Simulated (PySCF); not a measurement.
Worked example: entropy of an ideal gas

germylsilane (GeH6Si), SMILES [SiH3][GeH3].

Geometry optimised at PBE0-D3(BJ)/def2-TZVP.

PBE0-D3(BJ)/def2-TZVP in PySCF gives the harmonic wavenumbers 118, 358, 358, 358, 594, 594, 783, 884, 884, 886, 940, 940, 2144, 2152, 2152, 2218, 2231, 2231 cm⁻¹ and the rotational temperatures 1.9945, 0.1734, 0.1734 K. The molar mass is 106.76 g/mol, the symmetry number 3, the spin multiplicity 1.

Task: Work out the entropy at 298.15 K and 1 atm in the rigid-rotor, harmonic-oscillator model.

Result: 
Translation (Sackur–Tetrode at 1 atm): S = R[1.5 ln M + 2.5 ln T − 1.16487] = 167.0 J/(mol K).
Rotation: q = (√π/σ) T^1.5/√(θA θB θC) = 12400, S = R[ln q + 3/2] = 90.9 J/(mol K).
Vibration: with u = 1.4388 ν/T, each mode gives R[u/(e^u − 1) − ln(1 − e^−u)]:
| ν (cm⁻¹) | modes | u | S (J/(mol K)) |
|---|---|---|---|
| 118 | 1 | 0.57 | 13.11 |
| 358 | 3 | 1.73 | 14.19 |
| 594 | 2 | 2.87 | 3.85 |
| 783 | 1 | 3.78 | 0.93 |
| 884 | 2 | 4.27 | 1.25 |
| 886 | 1 | 4.28 | 0.62 |
| 940 | 2 | 4.54 | 1.00 |
The stiffer modes add less than 0.005 each. Sum 35.0 J/(mol K).
Spin: R ln 1 = 0.0 J/(mol K).
Total 292.8 J/(mol K); the program's own thermochemistry gives 292.8. Translation makes up 57 % and vibration 12 %. Anharmonicity, hindered rotation and orbital degeneracy are left out.
